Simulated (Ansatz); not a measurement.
**Worked example: the barrier**

An elementary step of Si2H6SO, closed shell (Si₂H₆SO ([OH][SiH]([SiH3])[SH]) → Si₂H₄S ([SiH3][SiH][S]) + H₂O (still joined by a long Si–O bond); bonds formed: O2–H4; bonds broken: S3–H4; bonds weakened to dative contacts: Si1–O2). “Start” is the structure reached by relaxing down from the saddle towards the reactants; PBE0-D4/def2-TZVP structures. The saddle:

Si1  (-0.321, -0.068, -0.709)
O2  (1.315, 0.706, -0.964)
S3  (0.311, -1.674, -1.796)
H4  (1.410, -0.278, -1.577)
H5  (-1.244, 0.936, -1.315)
Si6  (-0.643, -0.246, 1.602)
H7  (1.335, 1.499, -1.517)
H8  (-0.763, 1.100, 2.228)
H9  (0.502, -0.975, 2.203)
H10  (-1.901, -1.000, 1.845)
(Å)

Program: Ansatz 0.2.0. Basis: def2-TZVPP and def2-QZVPP. Cores are frozen in the correlated methods.

Energies in eV:

| quantity | saddle | start |
| --- | --- | --- |
| Hartree–Fock, triple zeta (X = 3) | -28675.91621 | -28678.08863 |
| Hartree–Fock, quadruple zeta (X = 4) | -28676.80907 | -28678.99062 |
| MP2 correlation, X = 3 | -18.77172 | -18.21405 |
| MP2 correlation, X = 4 | -20.29626 | -19.71224 |
| CCSD(T) correlation, X = 3 | -20.95958 | -20.48916 |

Question: Work out the barrier at the basis limit: extrapolate Hartree–Fock as E(X) = E∞ + A exp(−7.88 √X) and the MP2 correlation as E(X) = E∞ + B X^−2.97 (the exponents that Neese and Valeev fitted for def2-TZVPP and QZVPP), then add CCSD(T) − MP2 in triple zeta.

Answer: Each step is linear, so take the differences first (saddle − start): Hartree–Fock 2.17242 (X = 3) and 2.18155 (X = 4); MP2 correlation -0.55767 and -0.58402; CCSD(T) correlation -0.47042.
Two points give E∞ = E(4) + w [E(4) − E(3)], with w = 1/(exp(7.88 (2 − √3)) − 1) = 0.1377 for Hartree–Fock and w = 1/((4/3)^2.97 − 1) = 0.7407 for the correlation.
Hartree–Fock: 2.18155 + 0.1377 × 0.00913 = 2.1828 eV.
MP2 correlation: -0.58402 + 0.7407 × (-0.02635) = -0.6035 eV.
CCSD(T) − MP2: -0.47042 − (-0.55767) = 0.0872 eV.
Sum: 2.1828 + (-0.6035) + 0.0872 = 1.6665 eV, or 38.43 kcal/mol. Plain CCSD(T) in triple zeta gives 1.7020 eV, so the larger basis shifts the result by -0.0355 eV.

T1 diagnostic: at most 0.015.

Labels in which every atom is bracketed show which atoms are joined, not bond orders.

For scale, one of the runs: CCSD(T)/def2-TZVPP, 241 basis functions, launched by `ansatz run in.yaml --threads 4 --pin off --events-out ev --progress --plain --max-ram 9574MiB`. Hardware: 4 CPU threads of an Intel Xeon 6975P-C, shared host. Wall time 25 s; peak host memory 4.5 GiB.
